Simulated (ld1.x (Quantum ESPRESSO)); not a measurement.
## titanium (Ti): excitation energies, all-electron against RRKJ

```json
{"Element": "titanium", "Generator": "ld1.x (Quantum ESPRESSO) 7.5", "Type": "norm-conserving RRKJ (Kleinman–Bylander form)", "Functional": "PBE", "Relativity": "scalar-relativistic", "Frozen core": "[Ne]", "Valence charge": "12", "Reference configuration": "3s2 3p6 3d2 4s0 4p0 (charge +2)", "Partial waves": "3s (bound): rc 1.50 bohr; 3d (bound): rc 2.25 bohr; 3p (bound): rc 1.10 bohr", "Local potential": "the p channel", "Core correction": "a·sin(br)/r model core, default radius (core density twice the valence density)"}
```

Energies are relative to the spin-unpolarised reference configuration 3s2 3p6 3d2 4s0 4p0; without spin polarisation the order of configurations can differ from experiment. The frozen-core shift is the all-electron ΔE with the core orbitals held at their reference shape minus the fully relaxed ΔE.

```tsv
valence configuration	charge	ΔE all-electron (eV)	error AE − PS (meV)	frozen-core shift (meV)
3s2 3p6 3d2 4s2 4p0	0	-20.919	+272	-1.0
3s2 3p6 3d2 4s1 4p0	+1	-13.572	+186	-0.6
3s2 3p6 3d1 4s0 4p0	+3	26.948	+275	-2.2
3s2 3p6 3d2 4s1 4p1	0	-17.843	+155	-0.8
3s2 3p6 3d3 4s0 4p0	+1	-13.524	+47	+1.7
3s2 3p6 3d2 4s0 4p1	+1	-9.796	+9.4	-0.4
```

Task: What are ΔE and the potential's error for 3s2 3p6 3d2 4s0 4p2?

Result: ΔE = -14.631 eV all-electron; the error (AE − PS) is +12 meV.

Levels in the configuration 3s2 3p6 3d2 4s0 4p1:

```csv
level,all-electron (eV),pseudo (eV)
3s,-71.148,-71.087
3p,-47.372,-47.324
3d,-12.474,-12.442
4p,-7.218,-7.222
```

A variational frozen-core shift is positive and of second order in the change. This column holds negative values, so the frozen-core run of ld1.x carries numerical noise or an error of first order here, and the column gives no more than the rough size of the effect.
